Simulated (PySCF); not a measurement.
**Correlation energy of N⁺ (nitrogen, charge +1)**

[He] 2s2 2p2, high-spin 3P determinant. All numbers are calculated (PySCF 2.14, the spin-free X2C one-electron Hamiltonian (Gaussian nucleus), in x2c-TZVPPall with one added diffuse shell each of s, p, d type (6s4p3d1f, 40 functions)). Frozen: nothing; 6 electrons correlated.

MP2 pair energies summed by pair of shells (mhartree):

```csv
pair,energy,share (%)
2s-2p,-43.21,49.3
2s-2s,-20.07,22.9
1s-1s,-12.09,13.8
2p-2p,-7.37,8.4
1s-2s,-2.73,3.1
1s-2p,-2.21,2.5
```

Total MP2 correlation energy: -87.68 mhartree.

Same-spin part -13.70 and opposite-spin part -73.99 mhartree; SCS-MP2 scales them by 1/3 and 6/5 to -93.35 mhartree.

This basis was not built for core-valence correlation, so the inner-shell part is incomplete.
